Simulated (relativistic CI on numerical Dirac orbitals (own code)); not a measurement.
d1 to d9 in one octahedral field

Computed with a parametric ligand-field model without spin-orbit coupling, by exact diagonalisation: B = 440, C = 2050, 10Dq = 27900 cm⁻¹ (Oh; |10Dq|/B = 63.4) for every shell. Energies in cm⁻¹; the field energy is (0.6 n_e − 0.4 n_t2) × 10Dq of the ground term; g labels are left out. So small a B with so large a field is typical of 4d and 5d ions, where spin-orbit coupling, left out here, reaches 1,000 to 4,000 cm⁻¹.

```csv
Shell,Ground term,Electrons in e,Field energy,First spin-allowed bands,Lowest term of other spin
d1,2T2,0.000,-11160,2E 27900,
d2,3T1,0.007,-22132,"3T2 26797, 3T1 32295",1T2 6873
d3,4A2,0.000,-33480,"4T2 27900, 4T1 32892",2E 9693
d4,3T1,0.012,-44309,"3E 25880, 3T1 26401",1T2 6066
d5,2T2,0.023,-55165,"2A2 25221, 2T1 25372",4T1 18163
d6,1A1,0.018,-66445,"1T1 26335, 1T2 32740",3T1 22055
d7,2E,1.012,-49889,"2T1 26227, 2T2 26767",4T1 18131
d8,3A2,2.000,-33480,"3T2 27900, 3T1 32892",1E 7579
d9,2E,3.000,-16740,2T2 27900,
```

Low spin: d4, d5, d6, d7; the other shells keep the spin of the free ion. Only d4 to d7 can choose; the field needed to pair spins is smallest for d6 and largest for d5, which loses most exchange energy. In the strong-field picture 10Dq must exceed about 6B + 5C = 12890 (d4), 7.5B + 5C = 13550 (d5), 2.5B + 4C = 9300 (d6) and 4B + 4C = 9960 (d7); mixing of terms shifts these bounds somewhat.
